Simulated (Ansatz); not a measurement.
Cl₂H₆InNSi₂ (`[SiH3][N]([SiH3])[In]([Cl])[Cl]`). Charge 0, multiplicity 1. In takes the def2 core potential. Geometry: relaxed with PBE0-D4/def2-TZVP. It is one conformer, not always the lowest.

```xyz
12

Si   -1.529   -0.158   -0.799
N     0.004    0.014    0.001
Si    0.719   -1.365    0.781
In    0.949    1.793    0.020
Cl   -0.069    3.697   -0.776
Cl    3.090    1.969    0.848
H    -1.691    0.943   -1.783
H    -2.662   -0.113    0.163
H    -1.568   -1.469   -1.502
H    -0.368   -2.205    1.355
H     1.499   -2.199   -0.173
H     1.625   -0.907    1.865
```

Task: What is the dipole moment at r2SCAN/def2-TZVPP? (Estimate.)

Result: Computed: 1.45 D, with components (-0.70, -1.27, -0.02) D in this frame, pointing from negative to positive charge.

Task: And with PBE, B3LYP, ωB97M-V? (Estimate.)

Result: Ansatz gave: PBE 1.40 D, B3LYP 1.44 D, ωB97M-V 1.35 D.

Task: Give the Mulliken charges with r2SCAN, PBE, B3LYP in def2-TZVPP. (Best estimate.)

Result: Ansatz gave: 
| atom | r2SCAN | PBE | B3LYP |
| --- | --- | --- | --- |
| Si1 | 0.35 | 0.24 | 0.30 |
| N2 | -0.51 | -0.34 | -0.44 |
| Si3 | 0.35 | 0.24 | 0.31 |
| In4 | 0.90 | 0.78 | 0.86 |
| Cl5 | -0.34 | -0.31 | -0.33 |
| Cl6 | -0.34 | -0.31 | -0.34 |
| H7 | -0.06 | -0.04 | -0.05 |
| H8 | -0.07 | -0.06 | -0.07 |
| H9 | -0.07 | -0.05 | -0.06 |
| H10 | -0.07 | -0.05 | -0.06 |
| H11 | -0.07 | -0.06 | -0.07 |
| H12 | -0.06 | -0.04 | -0.05 |

B3LYP here is the variant with VWN-RPA as its local correlation; programs differ in this.
